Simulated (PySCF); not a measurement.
Compound: C₃H₉GeNSi.
Cartesian coordinates in Å at the PBE0-D3(BJ)/def2-SVP level; atoms count from 1:
```
atom  x, y, z in Å
N1     2.190    2.058   -0.612
C2     1.957    1.154    0.074
C3     1.609    0.000    0.875
Si4    0.579   -1.256   -0.138
C5    -0.800   -0.365   -1.032
Ge6   -2.000    0.680    0.114
H7     2.524   -0.491    1.246
H8     1.031    0.325    1.755
H9     0.049   -2.261    0.833
H10    1.503   -1.940   -1.092
H11   -1.404   -1.098   -1.592
H12   -0.353    0.322   -1.770
H13   -2.596   -0.231    1.206
H14   -3.142    1.279   -0.725
H15   -1.214    1.816    0.792
```

Computed with core-valence-separated Tamm–Dancoff BHandHLYP/aug-pcX-1 (pcseg-1 on H, def2-SVPD on Ge, def2-SVPD on Si) in PySCF, non-relativistic, gas phase, PBE0-D3(BJ)/def2-SVP geometry. The energies are unshifted.

The lowest roots of each edge with f over 0.003 (five at most, numbered afresh; weaker and dark ones are left out), with transition dipoles (au) in the frame of the coordinates:

```
root  edge  E (eV)       μx       μy       μz
   1     C  284.13   0.0852  -0.0384  -0.0200
   2     C  284.24  -0.0381  -0.0433  -0.0775
   3     C  285.22   0.0216  -0.0015  -0.0071
   4     C  285.64   0.0128  -0.0373  -0.0538
   5     C  285.96   0.0308   0.0418  -0.0021
   6     N  397.26   0.0676  -0.0365  -0.0245
   7     N  397.46   0.0398   0.0331   0.0601
```

Task: What are the oscillator strengths?

Result: f = (2/3) ΔE |μ|², with ΔE in hartree (27.2114 eV):

| root | ΔE (Eh) | \|μ\|² (au) | f | core hole on |
| --- | --- | --- | --- | --- |
| 1 | 10.4417 | 0.009134 | 0.064 | C2 |
| 2 | 10.4456 | 0.009333 | 0.065 | C2 |
| 3 | 10.4816 | 0.000519 | 0.004 | C5 |
| 4 | 10.4971 | 0.004450 | 0.031 | C5 |
| 5 | 10.5089 | 0.002700 | 0.019 | C5 |
| 6 | 14.5990 | 0.006502 | 0.063 | N1 |
| 7 | 14.6065 | 0.006292 | 0.061 | N1 |

Task: Molecules are fixed in this frame and the field points along z. What effective strengths 3 f cos²θ do the roots have (θ between field and μ)?

Result: root 1 (C2): 0.008, root 2 (C2): 0.125, root 3 (C5): 0.001, root 4 (C5): 0.061, root 5 (C5): 0.000, root 6 (N1): 0.018, root 7 (N1): 0.106. Root 2 is the strongest. Averaged over all orientations cos²θ is 1/3, which gives f back.

 The BHandHLYP/aug-pcX-1 (pcseg-1 on H, def2-SVPD on Ge, def2-SVPD on Si) calculation is non-relativistic and has no spin–orbit coupling, an omission that weighs most on germanium.

The run took 27 s of wall time on an Arm Neoverse V2 with one thread, no GPU, shared host, and the process peaked at 0.91 GiB of memory.

One conformer stands for the species.
